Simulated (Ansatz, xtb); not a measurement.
## C6H7FS: 3 structures ranked

3 gas-phase structures of C6H7FS, from a drawn sample of its isomers (lower ones may exist). Each was relaxed with GFN2-xTB; where two conformers were screened, the lower at r2SCAN-D4/def2-SVP is listed:

A. `FCC(=S)C1=CCC1`, a singlet
B. `C#C[C@@H]1SCC[C@H]1F`, a singlet
C. `Cc1ccc(CF)s1`, a singlet

Task: Estimate their order in r2SCAN-D4/def2-SVP energy at these geometries, lowest first.

Result: Calculated order at r2SCAN-D4/def2-SVP: C (0.0), A (159.7), B (173.0) kJ/mol.

Energies above the lowest of each column, in kJ/mol; the last columns are at B3LYP/def2-SVP geometries:

```
structure  GFN2-xTB  HF/STO-3G  r2SCAN-D4/def2-SVP  B3LYP/def2-SVP  CCSD(T)/def2-SVP + ΔMP2/def2-TZVPP
        C       0.0        0.0                 0.0             0.0                                 0.0
        A     137.0      246.1               159.7           151.0                               166.2
        B     132.0      111.2               173.0           160.6                               142.9
```

Every level run on C puts it lowest or level with the lowest. CCSD(T)/def2-SVP + ΔMP2/def2-TZVPP orders those it was run on as C (0.0), B (142.9), A (166.2) kJ/mol. Flexible structures stand in one conformer each, not always the lowest. The ΔMP2 step shifts differences by up to 16.1 kJ/mol, which makes them less sure. ΔMP2 is the change of the MP2 energy from the smaller to the larger basis.

Programs: Ansatz 0.2.0, xtb 6.7.1.
